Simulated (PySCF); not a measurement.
Stepwise substitution at one centre (Sn Cl-H). All species are isolated molecules in the gas phase. Strings in code marks are SMILES. In the def2 sets, heavy atoms carry core potentials. All members: neutral, multiplicity 1. Level: B3LYP-D3(BJ)/def2-TZVP (PySCF), beside PBE-D3(BJ)/def2-TZVP // B3LYP-D3(BJ)/def2-TZVP (PySCF) at the same geometries. B3LYP has the VWN-RPA correlation part, as in Gaussian. 

```tsv
species	HOMO–LUMO gap, PBE (eV)	HOMO–LUMO gap, B3LYP-D3(BJ) (eV)
`[Cl][Sn]([Cl])([Cl])[Cl]`	4.01	5.75
`[Cl][SnH]([Cl])[Cl]`	4.59	withheld
`[Cl][SnH2][Cl]`	5.12	6.84
`[Cl][SnH3]`	5.45	7.12
`[SnH4]`	7.60	9.24
```

Fit y = a + b·x, y being the HOMO–LUMO gap at the first level, to the 4 complete rows by least squares, with x = the PBE value in eV. Give a, b and the rms residual, and predict the withheld value.

Means of the 4 rows: x̄ = 5.545, ȳ = 7.2375 eV. Σ(x − x̄)² = 6.7689 and Σ(x − x̄)(y − ȳ) = 6.5785, so b = 0.972 and a = ȳ − b·x̄ = 1.848 eV. The rms residual is 0.015 eV. At x = 4.59 the line gives 6.31 eV. The run for `[Cl][SnH]([Cl])[Cl]` gave 6.33 eV, so the line is off by 0.02 eV, within twice the rms residual.

Codes: PySCF.
